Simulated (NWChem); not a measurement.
Species: chlorobenzene (C6H5Cl); SMILES Clc1ccccc1

Program: NWChem. Pople sets run with spherical d functions. Each level has its own optimisation. Computed dipoles belong to the equilibrium geometry; the measured one is vibrationally averaged.

Measured dipole moment: 1.69 D (NIST CCCBDB, as tabulated in the package chemicals).

```json
[
 {"level": "Hartree-Fock/STO-3G", "dipole moment (D)": "2.60", "computed − measured": "+0.91"},
 {"level": "Hartree-Fock/3-21G", "dipole moment (D)": "2.75", "computed − measured": "+1.06"},
 {"level": "Hartree-Fock/6-31G*", "dipole moment (D)": "[?]", "computed − measured": "[?]"},
 {"level": "B3LYP/6-31G*", "dipole moment (D)": "[?]", "computed − measured": "[?]"},
 {"level": "LDA (Slater exchange, VWN5)/def2-SVP", "dipole moment (D)": "1.30", "computed − measured": "-0.39"},
 {"level": "PBE/def2-SVP", "dipole moment (D)": "1.41", "computed − measured": "-0.28"},
 {"level": "BLYP/def2-SVP", "dipole moment (D)": "1.40", "computed − measured": "-0.29"},
 {"level": "PBE0/def2-SVP", "dipole moment (D)": "1.57", "computed − measured": "-0.12"}
]
```

Task: What belongs in the gaps?

Result: 
- Hartree-Fock/6-31G*, dipole moment (D): 2.14
- Hartree-Fock/6-31G*, computed − measured: +0.45
- B3LYP/6-31G*, dipole moment (D): 1.93
- B3LYP/6-31G*, computed − measured: +0.24
